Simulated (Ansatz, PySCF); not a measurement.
SeCl2, SMILES Cl[Se]Cl. Atoms are numbered in the order given.

```xyz
3

Se     0.0000     0.0000     0.6851
Cl     0.0000    -1.6435    -0.6859
Cl     0.0000     1.6435    -0.6859
```

Coordinates come from a ωB97X-D3(BJ)/def2-TZVP optimisation. The isomer is the one that the SMILES or the coordinates give; other isomers of the formula were not compared.

Two levels are set side by side: PBE-D3(BJ)/def2-TZVP (Ansatz, an electronic-structure program) and ωB97X-D3(BJ)/def2-TZVP (PySCF). Each level has its own optimised geometry; the coordinates shown are those of the second. Frequencies come from the Hessian of PySCF at each geometry. Differences are taken from unrounded values.

| quantity | ωB97X-D3(BJ) | PBE-D3(BJ) | PBE-D3(BJ) minus ωB97X-D3(BJ) |
|---|---|---|---|
| mean bond length (Å) | 2.140 | 2.175 | 0.035 |
| bond Se1–Cl2 (Å) | 2.140 | 2.175 | 0.035 |
| bond Se1–Cl3 (Å) | 2.140 | 2.175 | 0.035 |
| highest harmonic wavenumber (cm⁻¹) | 452 | 409 | -43 |
| mean harmonic wavenumber (cm⁻¹) | 351 | 315 | -36 |
| zero-point energy (kcal/mol) | 1.51 | 1.35 | -0.16 |

Exact exchange shortens and stiffens bonds; PBE has none. Differences between two approximate levels are no errors against the true value.
